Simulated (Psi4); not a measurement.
CH (SMILES [CH]), doublet, at a GFN2-xTB geometry. Base run: B3LYP/def2-TZVP in Psi4.

Here is a job for Psi4.
```
memory 2 GB

molecule {
0 2
  C    -0.00000000   -0.00000000   -0.15909141
  H     0.00000000    0.00000000    0.95454846
}

set basis def2-tzvp
set reference uks

energy('b3lyp')
print_variables()
```

The base run was repeated with changes; each row names its change, and settings that it needs were set with it.

| change | basis functions | E (Eh) | dipole (D) |
|---|---|---|---|
| base | 37 | -38.49712 | 1.51 |
| basis = STO-3G | 6 | -37.97435 | 1.07 |
| basis = 3-21G | 11 | -38.26558 | 1.49 |
| basis = 6-31G | 11 | -38.46900 | 1.51 |
| basis = cc-pVDZ | 19 | -38.48428 | 1.46 |
| basis = pcseg-1 | 19 | -38.47574 | 1.60 |
| basis = 6-31G** | 20 | -38.48061 | 1.41 |
| basis = def2-SVPD | 28 | -38.45186 | 1.51 |
| basis = 6-311++G** | 29 | -38.49402 | 1.59 |
| basis = aug-pcseg-1 | 32 | -38.47889 | 1.48 |
| basis = def2-TZVPD | 46 | -38.49748 | 1.47 |
| basis = aug-cc-pVTZ | 69 | -38.49739 | 1.47 |
| basis = def2-QZVP | 87 | -38.50002 | 1.50 |

Totals compare only among sets that treat the same electrons; sets with core potentials leave the core out.

Open shells are given as the SCF converged; they aren't shown to be the lowest states, and a large step between rows can be another state.
